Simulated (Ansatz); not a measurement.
Stepwise reaction of `CN(C)[Si](O)(O)N(C)C` with hydrogen, as a gas-phase model of exchange steps in deposition or etching. ΔE in kJ/mol.

Computed with Ansatz on PBE0-D4/def2-TZVP structures; ΔE is electronic, products minus reactants. CCSD(T)/CBS adds triple-zeta CCSD(T) − MP2 to the extrapolated MP2 energy (def2 sets, frozen cores). This one scheme is used for every species. Functionals use def2-TZVPP. B3LYP here is the variant with VWN-RPA as its local correlation; programs differ in this. Each species was taken in one conformer, which may not be the lowest.

| step | reaction | PBE-D4 | B3LYP-D4 | ωB97M-V | CCSD(T)/CBS |
| --- | --- | --- | --- | --- | --- |
| 1 | `CN(C)[Si](O)(O)N(C)C` + H₂ → `CN(C)[SiH](O)O` + `CNC` | 50.8 | 55.8 | 55.7 | 53.9 |
| 2 | `CN(C)[SiH](O)O` + H₂ → `O[SiH2]O` + `CNC` | 52.3 | 54.9 | 55.3 | 55.2 |

**Question.** By hand: ΔE of the 2 steps together at CCSD(T)/CBS.

**Answer.** (53.9) + (55.2) = 109.1 kJ/mol, or 54.5 kJ/mol a step.

In ΔE the steps differ by no more than 1.3 kJ/mol. All are uphill at CCSD(T)/CBS. PBE-D4 differs from CCSD(T)/CBS by -3.1 to -2.9 kJ/mol a step. Only this route is followed, and other bonds may react first. Isolated molecules leave out the surface, adducts and barriers. Largest T1 diagnostic: 0.011.
